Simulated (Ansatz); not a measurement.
Stepwise reaction of `[CH3][GaH][CH3]` with methanol, as a gas-phase model of exchange steps in deposition or etching. ΔE in kJ/mol.

Isolated molecules relaxed with PBE0-D4/def2-TZVP in Ansatz; ΔE leaves out vibrations. CCSD(T)/CBS adds triple-zeta CCSD(T) − MP2 to the extrapolated MP2 energy (def2 sets, frozen cores). This one scheme is used for every species. Functionals use def2-TZVPP. B3LYP here is the variant with VWN-RPA as its local correlation; programs differ in this. For Ga outer-core shells are correlated without core-valence functions, which leaves a few kJ/mol of doubt a bond. Scalar relativity is left out up to krypton. One conformer a species, not always the lowest.

| step | reaction | PBE-D4 | B3LYP-D4 | ωB97M-V | CCSD(T)/CBS |
| --- | --- | --- | --- | --- | --- |
| 1 | `[CH3][GaH][CH3]` + CH₃OH → `C[O][GaH][CH3]` + CH₄ | -86.7 | -92.9 | -85.8 | -85.8 |
| 2 | `C[O][GaH][CH3]` + CH₃OH → `C[O][GaH][O]C` + CH₄ | -68.4 | -76.3 | -70.3 | -70.8 |

Problem. By hand: ΔE of the 2 steps together at CCSD(T)/CBS.

Solution. (-85.8) + (-70.8) = -156.6 kJ/mol, or -78.3 kJ/mol a step.

In ΔE each step is higher than the one before. All are downhill at CCSD(T)/CBS. PBE-D4 differs from CCSD(T)/CBS by -0.9 to 2.4 kJ/mol a step. Isolated molecules leave out the surface, adducts and barriers. Largest T1 diagnostic: 0.014.
